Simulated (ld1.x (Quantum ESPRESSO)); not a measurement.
# Ir (Z = 77), TM: configuration errors across variants

iridium (Ir), norm-conserving Troullier–Martins (Kleinman–Bylander form), made with ld1.x (Quantum ESPRESSO) 7.5 (BLYP, scalar-relativistic). Core [Xe] 4f14, reference 5d7 6s2 6p0. Waves: 6s (bound): rc 2.00 bohr; 6p (bound, empty): rc 2.60 bohr; 5d (bound): rc 2.10 bohr. Local part: all-electron potential smoothed inside 1.55 bohr (lloc = -1). Core correction: Bessel-smoothed model core inside 1.55 bohr.

All-electron excitation energies from the reference (eV): (1) 5d7 6s1 6p0 9.848; (2) 5d7 6s0 6p0 27.391; (3) 5d6 6s0 6p0 57.835; (4) 5d7 6s1.5 6p0 4.008; (5) 5d7 6s1 6p1 5.278; (6) 5d8 6s1 6p0 -0.247; (7) 5d8 6s0 6p0 8.755.

Tests that are not counted but printed errors over 1 eV. “all radii but the core radius scaled by about 1.16 (s 2.32, p 3.02, d 2.44 bohr); local potential all-electron potential smoothed inside 1.80 bohr (lloc = -1)”: 5d7 6s1 6p1 (solver errors, printed error -1.9 eV).

A true bound ghost makes a file unfit for plane-wave use even where its test errors are small: the radial tests pick states by their node count and pass the ghost by. Where a test does run into it, the solver fails or the error is huge.

Errors AE − PS in meV (a dash: test not solved or not reliable):

```tsv
change	(1)	(2)	(3)	(4)	(5)	(6)	(7)	bound ghosts
base	-8.7	-37	-82	-2.8	-2.9	-40	-84	s, p
all radii but the core radius scaled by about 0.79 (s 1.58, p 2.06, d 1.66 bohr); local potential all-electron potential smoothed inside 1.22 bohr (lloc = -1)	-11	-58	-152	-3.0	-8.3	-34	-76	s, p
all radii but the core radius scaled by about 0.88 (s 1.76, p 2.28, d 1.84 bohr); local potential all-electron potential smoothed inside 1.36 bohr (lloc = -1)	-6.1	-27	-102	-2.1	-2.3	-28	-55	s, p
all radii but the core radius scaled by about 1.06 (s 2.12, p 2.74, d 2.22 bohr); local potential all-electron potential smoothed inside 1.64 bohr (lloc = -1)	-10	-43	-91	-3.1	-4.0	-52	-105	s, p
all radii but the core radius scaled by about 1.16 (s 2.32, p 3.02, d 2.44 bohr); local potential all-electron potential smoothed inside 1.80 bohr (lloc = -1)	-10	-45	-77	-3.1	–	-45	-94	s, p
all radii but the core radius scaled by about 1.37 (s 2.74, p 3.56, d 2.88 bohr); local potential all-electron potential smoothed inside 2.12 bohr (lloc = -1)	-11	-47	-132	-3.2	-2.4	-28	-37	s
```

(1) Give the same row for: all radii but the core radius scaled by about 1.25 (s 2.50, p 3.24, d 2.62 bohr); local potential all-electron potential smoothed inside 1.94 bohr (lloc = -1).

Results:

(1) -10, -44, -89, -3.1, -1.1, -40, -80; bound ghosts: s.
